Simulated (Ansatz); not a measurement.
`C[O][GaH][O]C` and `C[O][Ga]([OH])[O]C` differ in one atom or group.

Ansatz, PBE0-D4/def2-TZVP geometries, multiplicity 1. Each molecule was computed in one conformer, which needn't be the lowest.

Scalar relativity is left out up to krypton.

| property | `C[O][GaH][O]C` |
| --- | --- |
| size of the dipole moment (ωB97M-V/def2-TZVPP) / D | 1.35 |
| HOMO energy (PBE0/def2-TZVPP) / eV | -7.63 |
| LUMO energy (ωB97M-V/def2-TZVPP) / eV | 1.08 |
| size of the dipole moment (PBE/def2-TZVPP) / D | 1.19 |
| LUMO energy (PBE0/def2-TZVPP) / eV | -0.56 |
| HOMO energy (ωB97M-V/def2-TZVPP) / eV | -10.03 |

Problem. Give the same properties after the change, and the shifts. (Estimate.)

Solution. The calculation gave: 
```csv
property,`C[O][Ga]([OH])[O]C`,shift
size of the dipole moment (ωB97M-V/def2-TZVPP) / D,0.19,-1.16
HOMO energy (PBE0/def2-TZVPP) / eV,-7.82,-0.19
LUMO energy (ωB97M-V/def2-TZVPP) / eV,1.07,-0.01
size of the dipole moment (PBE/def2-TZVPP) / D,0.19,-1.00
LUMO energy (PBE0/def2-TZVPP) / eV,-0.73,-0.17
HOMO energy (ωB97M-V/def2-TZVPP) / eV,-10.23,-0.20
```

Dipoles are sizes alone; their direction can turn.
